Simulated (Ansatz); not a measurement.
Cartesian coordinates (Å):
```xyz
6

O      1.3518     0.1532     0.0978
B      0.0187     0.3525    -0.0216
O     -0.8206    -0.7222    -0.0182
H      1.5761    -0.7796     0.1767
H     -0.3823     1.4765    -0.1271
H     -1.7436    -0.4803    -0.1076
```
Charge 0, multiplicity 1.

The numbers are results of Ansatz (an electronic-structure program) with frozen-core CCSD(T)/cc-pVQZ // PBE0-D4/def2-TZVP, not measurements.

The HF energy is -176.35140 Ha and the MP2 correlation energy is -0.63136 Ha.

Estimate the CCSD correlation energy, the (T) correction, the total energy and the T1 diagnostic.


```yaml
CCSD correlation energy: -0.63810 Ha
"(T) correction": -0.02341 Ha
CCSD(T) total energy: -177.01290 Ha
T1 diagnostic: 0.012
```
